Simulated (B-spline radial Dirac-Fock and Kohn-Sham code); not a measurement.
## Isotope-shift constants of the inner levels of Re⁴⁺

System: rhenium as Re⁴⁺ in the configuration [Xe] 4f14 5d3.

These are calculated numbers from a radial B-spline solver; the model is first-order field-shift and mass-shift constants from Dirac-Fock ground and hole states with a Fermi nucleus; the mass shift has no relativistic recoil terms. A binding energy shifts by δE = F·δ⟨r²⟩ + (K_N + K_S)·δ(1/M); F is taken for a change of radius at fixed skin thickness and so holds the higher radial moments.

```
     level  F (meV/fm²)
    K (1s)       -898.6
   L1 (2s)       -128.7
L2 (2p1/2)       -1.873
L3 (2p3/2)        5.253
   M1 (3s)       -29.02
M2 (3p1/2)      -0.4328
M3 (3p3/2)        1.424
M4 (3d3/2)        1.321
M5 (3d5/2)        1.253
```

The mass shift is not given and not included below: at this Z its relativistic corrections are large. It matters little for K lines but can be comparable with the field shift of L lines.

Field shifts alone in meV from A = 187 (mass 186.9558 u, rms radius 5.3698 fm); radii from Angeli and Marinova (2013).

| A | mass (u) | radius (fm) | Kα1 | Kα2 | Kβ1 | Lα1 |
| --- | --- | --- | --- | --- | --- | --- |
| 185 | 184.9530 | 5.3596 | ? | ? | ? | ? |

**Question.** What are the shifts for A = 185?

**Answer.** Kα1 +98.9 meV; Kα2 +98.1 meV; Kβ1 +98.5 meV; Lα1 -0.4 meV.
